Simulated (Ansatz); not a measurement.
The lowest singlet and triplet of AsH (SMILES [AsH]); geometries from B3LYP-D3(BJ)/def2-TZVP, each state relaxed from the structure named, with no frequency check, low spin by broken symmetry.
Singlet at the triplet's geometry (charge 0, multiplicity 1):
```xyz
2

As     0.00000     0.00000    -0.04516
H      0.00000     0.00000     1.49036
```

A positive gap puts the triplet lower; no zero-point energy. R- takes a restricted singlet, here one determinant of a half-filled degenerate or near-degenerate pair, which mixes singlet states. U- takes an unrestricted singlet (broken symmetry where lower, unprojected). The triplet is unrestricted in single-reference levels.

Frozen-core correlation. Filled d and f shells under p-block atoms count as core.

Programs: Ansatz (a first-principles code). Each number belongs to the level named beside it.

Problem. One of these levels gives 0.280 eV for the gap E(singlet) − E(triplet), vertical, at the triplet's geometry. Which one is it?
A) R-PBE/def2-TZVPP
B) U-BHLYP/def2-TZVPP (spin-contaminated)
C) U-wB97M-V/def2-TZVPP (spin-contaminated)
D) R-CCSD(T)/cc-pVTZ

Solution. B, U-BHLYP/def2-TZVPP (spin-contaminated). The others give 1.400 (R-PBE/def2-TZVPP), 0.345 (U-wB97M-V/def2-TZVPP (spin-contaminated)), 1.165 (R-CCSD(T)/cc-pVTZ)

Doubts at one or more of the structures used: a restricted determinant that unrestricted orbitals would lower (R-PBE/def2-TZVPP, R-CCSD(T)/cc-pVTZ).
